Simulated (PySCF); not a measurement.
Ge(Cl)(SiH3) (ClGeH₃Si), SMILES [SiH3][Ge][Cl] (connectivity only; charge and spin as stated), neutral, multiplicity 1.

Geometry optimised at PBE-D3(BJ)/def2-SVP.

Level of theory: CAM-B3LYP/def2-TZVPD run with PySCF.

The molecule is in vacuum.

- total energy = -2828.67456 hartree
- point group = Cs
- highest occupied level = -7.87 eV
- lowest empty level = -2.36 eV
- orbital gap = 5.52 eV
- dipole moment = 2.01 D
- quadrupole, principal values (traceless, Buckingham form, about the centre of nuclear charge) = -4.67, -0.52, 5.18 D·Å
- mean static polarisability = 83.2 bohr³ (12.33 Å³)
- polarisability, principal values = 62.0, 83.8, 103.7 bohr³
